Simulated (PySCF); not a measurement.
Constants of WF, step by step

State: ⁶Σ⁺, sextet, unpaired electrons σ ↑, π ↑↑, δ ↑↑. De refers to W (5d4 6s2) + F. ROHF-based CCSD(T) in PySCF 2.14 with W aug-cc-pVDZ-PP with ECP60, F aug-cc-pVDZ and W aug-cc-pVTZ-PP with ECP60, F aug-cc-pVTZ (frozen core orbitals: 5; scalar-relativistic core potentials). Correlation energies are extrapolated as n⁻³ (n = 2, 3), Hartree–Fock as (n+1)·exp(−9√n).

```
      Level  Re (Å)  ωe (cm⁻¹)  ωexe (cm⁻¹)  αe (cm⁻¹)  De (eV)
 CCSD(T)/DZ  1.9230      622.1         2.71    0.00154    5.452
 CCSD(T)/TZ  1.9062      632.4         2.84    0.00159    5.565
     HF/CBS  1.9086      624.0         2.65    0.00156    4.819
    MP2/CBS  1.8989      634.4         2.84    0.00162    6.029
   CCSD/CBS  1.9039      638.1         2.84    0.00158    5.531
CCSD(T)/CBS  1.9049      635.3         2.88    0.00160    5.603
```

How much is left between CCSD(T)/TZ and the basis-set limit, and how much do the triples give at the limit?

CCSD(T)/CBS less CCSD(T)/TZ: -1.3 mÅ in Re, +2.9 cm⁻¹ in ωe and +0.038 eV in De. CCSD(T)/CBS less CCSD/CBS: +1.0 mÅ in Re, -2.8 cm⁻¹ in ωe and +0.072 eV in De.

The T1 diagnostic is 0.026. The state was picked by a PBE0 search and need not be the measured ground state. Spin–orbit coupling, excitations beyond (T) and corrections to the Born–Oppenheimer picture are left out, and spin–orbit coupling matters for open p, d or f shells this heavy.

The whole job (state search and all basis sets along the bond) took about 15 min on 4 threads of AMD EPYC 7R43 64-Core (shared host), peak memory 15 GiB.
